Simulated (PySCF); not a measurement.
# Relaxation of triplet [WF3]+

Level of theory: UPBE0/[W def2-TZVP with ECP60, F def2-TZVP], scalar-relativistic core potentials, density fitting, no spin–orbit coupling, PySCF. A (50,194) grid was used.

A hand-made T-shaped start, of C2v symmetry, held to at least that symmetry:

```xyz
4
charge 1 multiplicity 3, angstrom
W     0.0000    0.0000   -0.1662
F     0.0000    0.0000    1.8036
F     1.9686    0.0000   -0.0975
F    -1.9686    0.0000   -0.0975
```

Question: What does it relax to?

Answer: It ends at C2v with W–F 1.783 Å (×2), W–F 1.809 Å; F–W–F 111.9° (×2), F–W–F 136.2° (after a last refinement on a finer grid). No frequency check is given, so it may be a saddle point.

Question: How much energy is released, and in how many steps?

Answer: 221.1 kJ/mol in 8 steps.

Other spin states or occupations of the open shell can lie lower. Spin–orbit coupling, left out here, can matter for elements this heavy.

The relaxation took 24 s on 4 threads of a shared Intel Xeon Platinum 8488C (Sapphire Rapids) host, with 133 basis functions and 9 gradients; the process peaked at 0.81 GiB. Launch command: `OMP_NUM_THREADS=4 python axn.py task.json out`.
